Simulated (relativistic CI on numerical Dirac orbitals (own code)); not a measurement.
# Co3+ in a cubic cluster: 3p photoemission with charge transfer

Computed with a charge-transfer multiplet model of a cubic metal-ligand cluster with up to 3 ligand holes, Slater and spin-orbit integrals from Dirac-Coulomb-Breit ions, Slater integrals scaled by 0.8. The ground state mixes d6 with configurations of k ligand holes L, whose averages lie at kΔ + k(k − 1)U_dd/2; a core hole lowers each added d electron by U_cd. 300 K, Lorentzian 0.9 eV and Gaussian 0.8 eV FWHM.

Atomic integrals in eV (Slater integrals scaled, ζ unscaled), ground: F2dd 10.085, F4dd 6.299, zeta_d 0.071; with the core hole: F2dd 10.887, F4dd 6.838, zeta_d 0.078, zeta_core 1.257, F2cd 11.439, G1cd 14.073, G3cd 8.640.

Cluster parameters (eV): U_dd = 5.9, U_cd = 6.9, 10Dq = 1.65, 10Dq(ligand) = 0, V(eg) = 2.45, V(t2g) = -1.33, final-state hopping factor = 0.8.

| Case | n_d | d6 | d7L | d8L2 | d9L3 | S |
| --- | --- | --- | --- | --- | --- | --- |
| Δ = -0.6 eV | 6.87 | 0.30 | 0.54 | 0.15 | 0.01 | 0.02 |
| Δ = 2.4 eV | 6.56 | 0.51 | 0.43 | 0.06 | 0.00 | 0.04 |
| Δ = 4.4 eV | 6.40 | 0.64 | 0.33 | 0.03 | 0.00 | 0.05 |

Weights, n_d and S are thermal averages at 300 K. Binding energies count from the first peak over 30 % of the highest in each spectrum, which can be another peak from case to case. The parameters are a model scan and need not match a compound or its usual spin state. Peaks in eV (height, largest 100):
- Δ = -0.6 eV: 0.0 (100), 7.1 (50), 11.3 (20), 14.2 (18), 22.9 (7)
- Δ = 2.4 eV: 0.0 (100), 7.3 (52), 11.3 (20), 17.9 (12), 21.4 (6)
- Δ = 4.4 eV: 0.0 (100), 7.1 (53), 11.2 (14), 17.3 (14)

For the case Δ = 2.4 eV, Δ = 2.4 eV is smaller than U_dd = 5.9 eV, the charge-transfer side of the Zaanen-Sawatzky-Allen scheme. With the core hole the configuration with one ligand hole lies at Δ − U_cd = -7.5, -4.5, -2.5 eV from the one without, in the order of the table; where this is negative the screened configuration lies lower, though the effective hopping of about 3.6 eV (from the holes of the mixed ground state) mixes the two strongly wherever it is as large as the gap.
